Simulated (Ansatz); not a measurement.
Stepwise reaction of `[CH3][GeH]([OH])[BH]O` with hydrogen, as a gas-phase model of exchange steps in deposition or etching. ΔE in kJ/mol.

Computed with Ansatz on PBE0-D4/def2-TZVP structures; ΔE is electronic, products minus reactants. CBS: MP2 limit from def2 TZ/QZ plus the TZ coupled-cluster correction, frozen cores. This one scheme is used for every species. DFT in def2-TZVPP. B3LYP here is the variant with VWN-RPA as its local correlation; programs differ in this. For Ge outer-core shells are correlated without core-valence functions, which leaves a few kJ/mol of doubt a bond. Scalar relativity is left out up to krypton. Each species was taken in one conformer, which may not be the lowest.

```
step                                                      reaction  PBE-D4  B3LYP-D4  ωB97M-V  CCSD(T)/CBS
   1  `[CH3][GeH]([OH])[BH]O` + H₂ → `[BH2][GeH]([CH3])[OH]` + H₂O   129.9     125.2    124.4        117.0
```

(1) Give the row of step 2, `[BH2][GeH]([CH3])[OH]` + H₂ → `[BH2][GeH2][CH3]` + H₂O. (An estimate is asked.)

(2) By hand: ΔE of the 2 steps together at CCSD(T)/CBS.

Results:

(1) Ansatz gave: 
```
step                                                 reaction  PBE-D4  B3LYP-D4  ωB97M-V  CCSD(T)/CBS
   2  `[BH2][GeH]([CH3])[OH]` + H₂ → `[BH2][GeH2][CH3]` + H₂O     5.8       9.3      7.3          5.3
```

(2) (117.0) + (5.3) = 122.3 kJ/mol, or 61.1 kJ/mol a step.

In ΔE each step is lower than the one before. All are uphill at CCSD(T)/CBS. PBE-D4 differs from CCSD(T)/CBS by 0.5 to 12.9 kJ/mol a step. Isolated molecules leave out the surface, adducts and barriers. Largest T1 diagnostic: 0.013.
